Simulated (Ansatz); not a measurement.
Ansatz (an electronic-structure program) input:
A basis named .json is the Basis Set Exchange file of that set.

Ansatz 0.2 input:
```yaml
crystal:
  periodic: [false, false, false]
  atoms:
    - {symbol: O, position_ang: [-0.00000000, -0.00000000, -0.51622979]}
    - {symbol: O, position_ang: [0.00000000, 0.00000000, 0.51622979]}
basis:
  gaussian:
    orbitals: aug-cc-pVQZ
    fitting: {mean_field: def2-universal-jkfit, correlation: aug-cc-pVQZ-RIFIT.json}
total_charge: 3
magnetization: {spin_polarized: true, initial_magnetization: 1}
correlation: {method: mp2, electrons: outside_noble_gas}
```

Problem. What final total energy does it print?

Solution. -147.00268 Eh (RI-MP2/aug-cc-pVQZ). The basis has 160 functions.

This state (charge 3, doublet) is run at the relaxed geometry of the species with charge 2 and multiplicity 1.

The determinant is spin-contaminated: <S^2> is 1.63 against 0.75 for a pure state.
